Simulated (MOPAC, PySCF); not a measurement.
C10H8BF, SMILES `Bc1ccc(F)cc2cccc1-2`, neutral singlet in the gas phase. 

Cartesian coordinates (Å):
```xyz
20

B      0.5445     2.7552    -0.1939
C     -0.0983     1.3407    -0.1295
C     -1.5040     1.3270    -0.2640
C     -2.4278     0.2769    -0.2589
C     -2.1969    -1.0844    -0.1144
F     -3.2951    -1.8650    -0.1506
C     -0.9946    -1.7772     0.0640
C      0.2855    -1.2570     0.1407
C      1.4507    -2.0299     0.3220
C      2.5487    -1.1621     0.3494
C      2.1192     0.1751     0.1880
C      0.7249     0.1969     0.0523
H      1.7288     2.9374    -0.0939
H     -0.1719     3.7131    -0.3510
H     -1.9574     2.3124    -0.3964
H     -3.4819     0.5399    -0.3842
H     -1.1016    -2.8627     0.1511
H      1.4719    -3.1143     0.4212
H      3.5883    -1.4688     0.4765
H      2.7670     1.0468     0.1715
```
Charge 0, multiplicity 1.

All levels are single points at this geometry (B3LYP-D3(BJ)/def2-SVP); Pople sets use spherical d functions. Orbital energies aren't observables, and empty levels follow the basis.

SVWN5/6-31G* in PySCF gives HOMO (eV) = -5.01.

Question: Estimate the HOMO (eV) from each of these levels: PBE-D3(BJ)/def2-TZVP in PySCF; TPSSh-D3(BJ)/def2-TZVP in PySCF; B3LYP/3-21G in PySCF; B3LYP/6-31G* in PySCF; BP86/6-31G* in PySCF; M06-2X/6-31G* in PySCF; HF/3-21G in PySCF; HF/6-31G* in PySCF; AM1 in MOPAC; PM3 in MOPAC; PM6 in MOPAC; PM7 in MOPAC.

Answer: 
```
level                            HOMO (eV)
-------------------------------  ---------
PBE-D3(BJ)/def2-TZVP in PySCF        -5.17
TPSSh-D3(BJ)/def2-TZVP in PySCF      -5.43
B3LYP/3-21G in PySCF                 -5.52
B3LYP/6-31G* in PySCF                -5.42
BP86/6-31G* in PySCF                 -4.91
M06-2X/6-31G* in PySCF               -6.60
HF/3-21G in PySCF                    -7.34
HF/6-31G* in PySCF                   -7.15
AM1 in MOPAC                         -8.15
PM3 in MOPAC                         -8.37
PM6 in MOPAC                         -8.42
PM7 in MOPAC                         -8.44
```
